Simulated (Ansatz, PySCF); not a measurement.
H₅Si₂, doublet, at the geometry of the source list. Base run: REVPBE/cc-pVDZ (PySCF).

Geometry (Å):
```xyz
7

Si     1.2967    -0.1259     0.2684
Si    -0.9523     0.0803     0.0187
H      2.1868     0.9523    -0.1837
H      1.9860    -1.3706    -0.0756
H     -1.6323    -0.3481     1.2501
H     -1.2984     1.4874    -0.2076
H     -1.5866    -0.6754    -1.0702
```
Charge 0, spin multiplicity 2.
Orbitals are unrestricted.
All else is at PySCF's defaults.

The same geometry, method and basis name were run in Ansatz (an electronic-structure program) and PySCF, at each program's defaults and at the settings that a row names. The base is PySCF at its defaults. Differences at the defaults can come from grids, fitting, cores and function types together.

```tsv
code and settings	ΔE vs base (mEh)	basis functions	E (Eh)	SCF cycles	dipole (D)
PySCF, defaults (exact integrals, its default grid, spherical functions)	0.000	61	-581.79738	9	0.10
Ansatz, defaults (factorised integrals, its default grid, spherical functions)	-0.001	61	-581.79738	-	-
PySCF, density fitting with def2-universal-jkfit	-0.118	61	-581.79750	9	0.10
PySCF, fine grid	0.000	61	-581.79738	9	0.10
Ansatz, high accuracy	0.000	61	-581.79738	-	-
```

Open shells are given as the SCF converged; they aren't shown to be the lowest states, and a large step between rows can be another state.
